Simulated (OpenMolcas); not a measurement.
# Zr⁺: thermal populations, worked from levels

```json
{
 "Program": "OpenMolcas",
 "Basis": "ANO-RCC-VTZP [7s6p4d2f1g]",
 "Scalar Hamiltonian": "DKH2, point nucleus",
 "Active space": "3 electrons in 9 orbitals (RAS2 4d 5s; RAS3 5p, at most 2 electrons)",
 "State averaging": "2S+1 = 4 even, 20 roots; 2S+1 = 2 even, 70 roots kept (CI in the orbitals of an earlier block); 2S+1 = 4 odd, 45 roots; 2S+1 = 2 odd, 87 roots kept (CI in the orbitals of an earlier block, 80 in the spin-orbit step)",
 "Spin-orbit coupling": "state interaction with AMFI integrals over the reference wave functions, term energies averaged over their components"
}
```

Methods: RASSCF; MS-RASPT2, IPEA 0.25 Eh, imaginary shift 0.1 Eh (closed shells correlated: 4s 4p). Measured levels: NIST Handbook of Basic Atomic Spectroscopic Data.

**Thermal populations.** Z = Σ (2J + 1) exp(-E/kT) with k = 0.695035 cm-1/K, over the levels below. No other level of either list lies under 3700 cm-1, which is above 7 kT at each temperature.

| Level | 2J + 1 | MS-RASPT2 | measured |
| --- | --- | --- | --- |
| 4d² 5s ⁴F_3/2 | 4 | 0.0 | 0.0 |
| 4d² 5s ⁴F_5/2 | 6 | 306 | 315 |
| 4d² 5s ⁴F_7/2 | 8 | 735 | 763 |
| 4d² 5s ⁴F_9/2 | 10 | 1266 | 1323 |
| 4d³ ⁴F_3/2 | 4 | 2790 | 2572 |
| 4d³ ⁴F_5/2 | 6 | 3180 | 2895 |
| 4d³ ⁴F_7/2 | 8 | 3640 | 3300 |

| T (K) | Z, MS-RASPT2 | Z, measured levels | Ground level (%), MS-RASPT2 | Ground level (%), measured levels |
| --- | --- | --- | --- | --- |
| 300 | 5.642 | 5.548 | 70.9 | 72.1 |

At 300 K, kT = 209 cm-1, and the computed levels give Z = 4.000 + 1.383 + 0.236 + 0.023 + 0.000 + 0.000 + 0.000 = 5.642.

CASPT2 does not keep the components of a term degenerate, so their means are used; among the terms shown or strongly mixed into the levels shown the widest spread is 810 cm-1 (4d² 5s ⁴F, MS-RASPT2). Some high roots are left out of the spin-orbit mixing, which shifts the levels that they would mix with. Configurations are named by rounded mean occupations; where the s occupation lies near a half they are strongly mixed, a name can repeat and a true partner stay unpaired. A single d shell beside an s shell can misplace configurations of different d count against each other. Without dynamic correlation excited terms often stand tens of per cent too high (terms of higher spin than the ground term too low), and those without a measured partner can miss by more than the paired ones (holds for RASSCF). Blocks of more than 70 roots (2S+1 = 2 odd) ran without multistate coupling (holds for MS-RASPT2). The CASPT2 spread within a term exceeds the gap to the next term for 4d³ ⁴F and 4d² 5s ²D, so the order of their levels is uncertain, and so are names and mixing where such terms share a J (holds for MS-RASPT2). Computed and measured levels are paired by configuration, term and J; levels that our copy of the source lacks, or whose pairing is in doubt (as where it misses far off the trend of its configuration), stay unpaired and out of the deviations. Levels of configurations outside the active space are missing.
